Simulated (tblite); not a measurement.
Isomers of C7H15FSi. Calculated harmonic vibrations of the isolated species, GFN2-xTB (tblite), most abundant isotopes, no scaling. Errors from tens to a few hundred cm⁻¹ against measured bands are possible. Modes of hydrogen on silicon can be 10 to 20 % off. One conformer each.

Electronic energies: GFN2-xTB at the same geometries; isomer energies are rough at this level and their order can be wrong.

| SMILES | electronic energy, lowest = 0 (kJ/mol) |
| --- | --- |
| C=CCC[Si](C)(C)CF | 190.3 |
| C[C@H](CCF)C1C[SiH2]C1 | 77.5 |
| CC[C@@](C)([SiH3])[C@@H]1C[C@@H]1F | 91.6 |
| CC1(C)C[C@@H]([SiH3])[C@@]1(C)F | 14.2 |
| C=CC[Si](F)(CC)CC | 0.0 |

Question: How do GFN2-xTB zero-point energies change the relative energies?

Answer: 
```json
{"SMILES": "C=CC[Si](F)(CC)CC", "ZPE (kJ/mol)": "532.8", "of it from modes above 1550 cm⁻¹": "281.4", "electronic (kJ/mol)": "0.0", "with ZPE, lowest = 0 (kJ/mol)": "0.0", "lowest mode (cm⁻¹)": "23", "rings": "0"}
{"SMILES": "CC1(C)C[C@@H]([SiH3])[C@@]1(C)F", "ZPE (kJ/mol)": "520.4", "of it from modes above 1550 cm⁻¹": "257.8", "electronic (kJ/mol)": "14.2", "with ZPE, lowest = 0 (kJ/mol)": "1.7", "lowest mode (cm⁻¹)": "56", "rings": "1"}
{"SMILES": "C[C@H](CCF)C1C[SiH2]C1", "ZPE (kJ/mol)": "529.6", "of it from modes above 1550 cm⁻¹": "259.5", "electronic (kJ/mol)": "77.5", "with ZPE, lowest = 0 (kJ/mol)": "74.3", "lowest mode (cm⁻¹)": "26", "rings": "1"}
{"SMILES": "CC[C@@](C)([SiH3])[C@@H]1C[C@@H]1F", "ZPE (kJ/mol)": "522.1", "of it from modes above 1550 cm⁻¹": "258.2", "electronic (kJ/mol)": "91.6", "with ZPE, lowest = 0 (kJ/mol)": "80.9", "lowest mode (cm⁻¹)": "56", "rings": "1"}
{"SMILES": "C=CCC[Si](C)(C)CF", "ZPE (kJ/mol)": "525.9", "of it from modes above 1550 cm⁻¹": "281.4", "electronic (kJ/mol)": "190.3", "with ZPE, lowest = 0 (kJ/mol)": "183.4", "lowest mode (cm⁻¹)": "34", "rings": "0"}
```

The zero-point energies span 12.4 kJ/mol, from `CC1(C)C[C@@H]([SiH3])[C@@]1(C)F` to `C=CC[Si](F)(CC)CC`. The order is unchanged.

Question: What do entropy and thermal enthalpy add at 298.15 K and 1 bar (rigid rotor, harmonic oscillator, one conformer each)?

Answer: 
| SMILES | point group | symmetry number | S (J/(mol K)) | H − H(0) (kJ/mol) | ZPE + H − H(0) − TS (kJ/mol) |
| --- | --- | --- | --- | --- | --- |
| CC1(C)C[C@@H]([SiH3])[C@@]1(C)F | C1 | 1 | 430.7 | 33.11 | 425.1 |
| C[C@H](CCF)C1C[SiH2]C1 | C1 | 1 | 438.0 | 31.85 | 430.9 |
| CC[C@@](C)([SiH3])[C@@H]1C[C@@H]1F | C1 | 1 | 430.7 | 32.69 | 426.4 |
| C=CCC[Si](C)(C)CF | C1 | 1 | 503.1 | 39.09 | 415.0 |

Not tabulated: `C=CC[Si](F)(CC)CC` (lowest mode only 23 cm⁻¹).
